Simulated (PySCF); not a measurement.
```xyz
3
charge 2 multiplicity 1, angstrom
Cr    0.0000    0.0000   -0.3563
O     1.2054    0.0000    0.5792
O    -1.2054    0.0000    0.5792
```

These are results of PySCF, PBE, basis Cr def2-TZVP, O def2-TZVP (no relativity, density fitting), not measurements.

This geometry of [CrO2]2+ is a stationary point at this level.

(1) What is the point group?

(2) Is it a minimum?

(3) Which band is strongest in the infrared?

(4) What are the dipole moment and the gap between the highest occupied and lowest empty levels?

(5) Give the atomic charges and bond orders.

Results:

(1) C2v.

(2) Yes: all harmonic wavenumbers are real.

(3) 1076 cm⁻¹ (b2), 29 km/mol.

(4) 3.20 D about the centre of mass and 1.84 eV.

(5) 
| atom | Mulliken | Löwdin | polar tensor | Mayer order to Cr1 |
| --- | --- | --- | --- | --- |
| Cr1 | 1.85 | 1.31 | 1.86 | – |
| O2,3 | 0.08 | 0.35 | 0.07 | 2.42 |

Only a few start shapes were tried, so a lower isomer may exist.
